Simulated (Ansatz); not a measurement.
Species: Hg$_{2}$, charge 1, multiplicity 2. The spin state was set by rule; other spins were not relaxed. 
Coordinates optimised at B3LYP-D3(BJ)/def2-TZVP (Ansatz, a program for electronic structure):
```xyz
2

Hg     0.0000     0.0000    -1.4370
Hg     0.0000     0.0000     1.4370
```
Charge +1, spin multiplicity 2.

Basis-set convergence of Hartree-Fock and CCSD(T) correlation energies (hartree) with Ansatz. Correlated levels leave the core frozen unless marked. UHF or UKS for open shells. Spin-orbit coupling is left out. Frozen are the shells of the preceding noble gas and the d and f shells that filled before the atom's block. In def2 rows, elements after Kr have scalar-relativistic effective core potentials.

```json
[
 {"basis": "def2-SVPD", "functions": "70", "E(HF)": "-304.82657", "E(corr, CCSD(T))": "-0.54059"},
 {"basis": "def2-TZVPPD", "functions": "124", "E(HF)": "-304.83614", "E(corr, CCSD(T))": "-0.78130"},
 {"basis": "def2-QZVPPD", "functions": "176", "E(HF)": "-304.83730", "E(corr, CCSD(T))": "-0.82303"}
]
```

Extrapolating the two largest sets (X = 3 and 4) as X^-3: E(corr) = (64·(-0.82303) - 27·(-0.78130))/37 = -0.8535 Eh, an estimate of the basis-set limit. The largest set recovers 96.4 % of it, the smallest 63.3 %.
